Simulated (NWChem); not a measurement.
System: C4H4BF; SMILES FB1C=CC=C1

```xyz
10

F      0.0000     0.0000    -2.1113
B      0.0000     0.0000    -0.7915
C      0.0000    -1.2691     0.1525
C      0.0000    -0.7539     1.3942
C      0.0000     0.7539     1.3942
C      0.0000     1.2691     0.1525
H      0.0000    -2.3363    -0.0724
H      0.0000    -1.3239     2.3292
H      0.0000     1.3239     2.3292
H      0.0000     2.3363    -0.0724
```
Atoms are numbered in this order, from 1.

Level: PBE0/def2-SVP (NWChem), optimised geometry, unscaled harmonic frequencies. 

Q: List the harmonic frequencies with IR intensities, and the thermochemistry.

A: 
```
frequency (cm⁻¹)  IR intensity (km/mol)
----------------  ---------------------
151                                 0.0
370                                 1.9
393                                 0.0
540                                 0.0
608                                 2.2
699                                 0.1
752                                 0.0
772                               133.3
806                                 0.1
947                                 0.4
1009                                0.0
1010                                0.1
1061                               21.3
1069                                0.2
1117                               54.0
1316                                4.5
1335                                4.2
1437                              398.3
1636                               55.4
1669                                1.0
3193                                9.3
3206                               15.6
3251                                1.1
3252                                0.1
```

```
Item                                                                               Result
-----------------------------------------------------------------------  ----------------
zero-point energy                                                           45.1 kcal/mol
thermal correction to the enthalpy at 298.15 K (with zero-point energy)     48.9 kcal/mol
heat capacity Cv                                                         18.5 cal/(mol K)
entropy at 298.15 K and 1 atm (symmetry number 2)                        71.1 cal/(mol K)
dipole moment                                                                      1.59 D
```

Rigid rotor and harmonic oscillator.
